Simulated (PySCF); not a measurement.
Species: C4H5BS.
Numbering: `[BH2:1][c:2]1[cH:3][cH:4][s:5][cH:6]1` (hydrogens: H7, H8 on B1; H9 on C3; H10 on C4; H11 on C6)

Computed by this run: PySCF 2.14.0, PBE0-D3(BJ)/def2-SVP geometry optimisation, gas phase; density fitting, grid level 1; the optimiser is geomeTRIC in internal coordinates, started from a GFN2-xTB structure with every atom displaced at random (about 0.01 Å).

Step 0: E = -15723.5724 eV
```
atom  x, y, z in Å  |  force x, y, z in eV/Å
B1      1.9748   -0.3162    0.3392   -1.748   1.428  -0.874
C2      0.4411   -0.1458    0.1002    0.883  -0.123   0.116
C3     -0.5829   -1.0694    0.5106    3.327  -0.843   0.936
C4     -1.7847   -0.6888    0.1871   -4.543   0.237  -0.618
S5     -1.8405    0.8086   -0.6637    0.327   0.047   0.068
C6     -0.1401    0.9266   -0.5491   -0.369  -0.559   0.210
H7      2.3772   -1.2313    0.8962    0.643  -1.421   0.830
H8      2.7006    0.5412   -0.0570    0.361   0.264  -0.136
H9     -0.3415   -1.9706    1.0678   -0.078  -0.203   0.037
H10    -2.7478   -1.1986    0.3902    0.558   0.223  -0.092
H11     0.3502    1.7694   -0.9640    0.640   0.950  -0.478
```

Step 1: E = -15723.7933 eV
```
atom  x, y, z in Å  |  force x, y, z in eV/Å
B1      1.9533   -0.2721    0.3369    0.127  -0.384   0.044
C2      0.4484   -0.1696    0.0877   -0.043   0.169  -0.025
C3     -0.5669   -1.0898    0.5131   -0.659   0.213  -0.041
C4     -1.8465   -0.6802    0.2079    0.833  -0.226   0.003
S5     -1.8252    0.8218   -0.6329   -0.050   0.085  -0.052
C6     -0.1271    0.9162   -0.5625    0.054   0.082  -0.027
H7      2.4079   -1.2404    0.9246   -0.064   0.211  -0.077
H8      2.7051    0.5862   -0.0601   -0.008   0.056   0.003
H9     -0.3602   -2.0182    1.0424    0.068  -0.081   0.043
H10    -2.7785   -1.2012    0.4004   -0.172  -0.012   0.045
H11     0.3960    1.7725   -1.0002   -0.084  -0.113   0.084
```

Problem. Estimate the geometry and energy of step 2. (The exact step hangs on the optimiser's Hessian estimate; all steps are aligned on step 1, rigid shifts and turns removed.)

Solution. E = -15723.8012 eV, largest force 0.380 eV/Å
```
atom  x, y, z in Å  |  force x, y, z in eV/Å
B1      1.9506   -0.2903    0.3269    0.061   0.021   0.020
C2      0.4431   -0.1661    0.0902    0.129   0.072   0.115
C3     -0.5686   -1.0872    0.5268   -0.287   0.160  -0.191
C4     -1.8330   -0.6841    0.1925    0.022  -0.250   0.126
S5     -1.8271    0.8224   -0.6438    0.020  -0.031   0.018
C6     -0.1310    0.9229   -0.5555    0.093  -0.055  -0.013
H7      2.4192   -1.2366    0.9227   -0.066   0.021  -0.039
H8      2.6944    0.5771   -0.0698    0.011   0.009  -0.028
H9     -0.3575   -2.0138    1.0638    0.019   0.022  -0.019
H10    -2.7739   -1.1986    0.3875   -0.014   0.043   0.004
H11     0.3903    1.7795   -0.9839    0.010  -0.011   0.007
```

The energy changes by -0.0079 eV. The first-order estimate −F·Δx gives -0.0212 eV and the mean of the old and new forces, exact on a quadratic surface, -0.0080 eV. The step makes an angle of 71° with the force vector and moves no atom by more than 0.022 Å.

What follows is the cost of the whole optimisation. Time: 52 s; peak memory 0.47 GiB. Hardware: one thread of an Arm Neoverse N1 (shared host).
